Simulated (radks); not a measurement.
These are the eigenvalues of the occupied orbitals of an atom or ion with whole-number occupations (hartree). Method: scalar-relativistic Kohn-Sham, exchange-only B88, spin-unpolarised, spherical densities, point nucleus; computed with a radial shooting solver on a logarithmic mesh with Libxc functionals.

| orbital | eigenvalue |
|---|---|
| 1s | -1213.521 |
| 2s | -188.4637 |
| 2p | -169.2821 |
| 3s | -38.94042 |
| 3p | -32.72572 |
| 3d | -23.41571 |
| 4s | -7.76691 |
| 4p | -5.81780 |
| 4d | -2.97429 |
| 5s | -1.66909 |
| 5p | -1.22447 |

Which element is it, and in what charge state? The configuration may be excited.

Answer. Z = 53, iodine, charge +3: I3+ in [Kr] 4d10 5s2 5p2. The list shows which subshells hold electrons but not how many an open one holds; the 1s level, -1213.5 hartree, gives Z - s = 49.3 by -(Z - s)^2/2, which with screening and relativity narrows Z to a few neighbours, and the depths of the outer levels then fix element, charge and occupations together.
